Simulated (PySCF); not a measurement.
# Excited states of Al³⁺ (aluminium, charge +3)

Ground state [Ne], ¹S. All numbers are calculated (PySCF 2.14, the spin-free X2C one-electron Hamiltonian (Gaussian nucleus), in an even-tempered Gaussian basis (21 s from 0.032 bohr⁻², ratio 2.5; 13 p from 0.0416 bohr⁻², ratio 2.5; 8 d from 0.0244 bohr⁻², ratio 2.7; 3 f from 5.3 bohr⁻², ratio 2.7)). Vertical excitation energies in eV without spin-orbit coupling; excited terms of each kind are numbered among those the solver found. Frozen: 1s2.

```json
{"term": "1 3P°", "leading excitation": "2p → s", "EOM-EE-CCSD": "76.307"}
{"term": "1 1P°", "leading excitation": "2p → s", "EOM-EE-CCSD": "77.133"}
{"term": "1 3S", "leading excitation": "2p → p", "EOM-EE-CCSD": "82.998"}
{"term": "1 3D", "leading excitation": "2p → p", "EOM-EE-CCSD": "84.279"}
{"term": "1 1D", "leading excitation": "2p → p", "EOM-EE-CCSD": "84.795"}
{"term": "1 1P", "leading excitation": "2p → p", "EOM-EE-CCSD": "84.935"}
{"term": "1 3P", "leading excitation": "2p → p", "EOM-EE-CCSD": "84.956"}
{"term": "1 1S", "leading excitation": "2p → p", "EOM-EE-CCSD": "88.222"}
{"term": "2 3P°", "leading excitation": "2p → d", "EOM-EE-CCSD": "94.054"}
{"term": "1 3F°", "leading excitation": "2p → d", "EOM-EE-CCSD": "94.396"}
{"term": "1 1F°", "leading excitation": "2p → d", "EOM-EE-CCSD": "94.571"}
{"term": "1 1D°", "leading excitation": "2p → d", "EOM-EE-CCSD": "94.842"}
{"term": "2 3S", "leading excitation": "2p → p", "EOM-EE-CCSD": "101.58"}
{"term": "2 1D", "leading excitation": "2p → p", "EOM-EE-CCSD": "102.19"}
```

The solver can miss terms. The 24 highest virtual orbitals were dropped.
